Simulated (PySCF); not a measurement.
Molecule: Si(Me)(OMe)2(NH2), SMILES CO[Si](C)(N)OC (C3H11NO2Si). Atoms near the plane z = 1.5 Å, at the GFN2-xTB optimised geometry (x, y, z in Å): O2 (1.0, -1.6, 0.0), Si3 (-0.6, -1.6, 0.0), N5 (-1.2, -2.3, 1.4), O6 (-1.0, 0.0, 0.0), C7 (-2.3, 0.5, 0.1), H14 (-0.9, -1.9, 2.3), H15 (-1.1, -3.3, 1.5), H17 (-2.2, 1.6, 0.2), H18 (-2.9, 0.1, 0.9).

Calculation: PBE0/def2-SVP (PySCF). Cells within 0.4 Å of a nucleus heavier than hydrogen are left out (blank, or x). The values are rescaled to run from 0 to 1.

```
|888888888888888888888888888|
|888888888888888888888888888|
|888888888888888888888888888|
|888888888888888888888888888|
|888888888888888888888888888|
|888888888888888888888888888|
|888888888888888888888888888|
|888888888888888888888888888|
|888888888888888888888888888|
|888888888888888888888888888|
|888888888888888888888888888|
|888888888888888888888888888|
|888888888888888888888888888|
|888888888888888888888888888|
|888888888888888888888888888|
|888888888888888888888888888|
|888888888898888888888888888|
|888888889999988888888888888|
|888888889869988888888888888|
|888888888xx1988888888888888|
|8888888895x7988888888888888|
|888888889806988888888888888|
|888888888907888888888888888|
|888888888898888888888888888|
|888888888888888888888888888|
|888888888888888888888888888|
|888888888888888888888888888|
```
Scale: ten equal steps from 0.000 (start of '0') to 1.00 (end of '9'), in the order '0123456789'; x runs from -5.00 to 5.00, y from -5.00 (bottom) to 5.00 (top).

Q: Which quantity is mapped?
A) Laplacian of the electron density
B) electrostatic potential
C) deformation density (molecule minus spherical neutral atoms)
D) log10 of the electron density

A: A, Laplacian of the electron density. In full: Laplacian of the electron density (e/bohr⁵), clipped to [-1.50, 1.50].
